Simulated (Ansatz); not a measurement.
Reaction (hydrogen abstraction from the Si–H bond): `N#C[SiH](F)Cl` + `[OH]`• → `N#C[Si](F)Cl`• + H₂O

Program: Ansatz. Geometries: PBE0-D4/def2-TZVP. ΔE: electronic, gas phase. CBS: MP2 limit from def2 TZ/QZ plus the TZ coupled-cluster correction, frozen cores. This one scheme is used for every species. Functionals use def2-TZVPP. B3LYP here is the variant with VWN-RPA as its local correlation; programs differ in this. No spin–orbit coupling; open shells (•) take unrestricted orbitals.

```tsv
level	ΔE (eV)
revPBE-D4	-1.26
CAM-B3LYP-D4	-1.04
B3LYP	-1.08
HF/def2-SVP	-0.20
CCSD/def2-TZVPP	-0.92
HF/def2-QZVPP	-0.29
MP2/def2-QZVPP	-1.28
CCSD/CBS(def2)	-1.01
```

Problem. What does CCSD(T)/CBS give? (Estimate.)

Solution. The calculation gave: -1.09 eV. The listed levels differ from it by -0.17, 0.05, 0.01, 0.89, 0.17, 0.80, -0.19, 0.08 eV.

Largest T1 diagnostic among the species: 0.017.

In def2-TZVPP, CCSD(T) changes the Hartree–Fock value by −0.72 eV (the triples alone add −0.08 eV) and MP2 by −0.94 eV. At CCSD(T), def2-SVP lies +0.26 eV from the extrapolated value and def2-TZVPP +0.09 eV. From r2SCAN to r2SCAN0 (25 % exact exchange), in def2-TZVPP and without D4, ΔE moves by +0.14 eV.
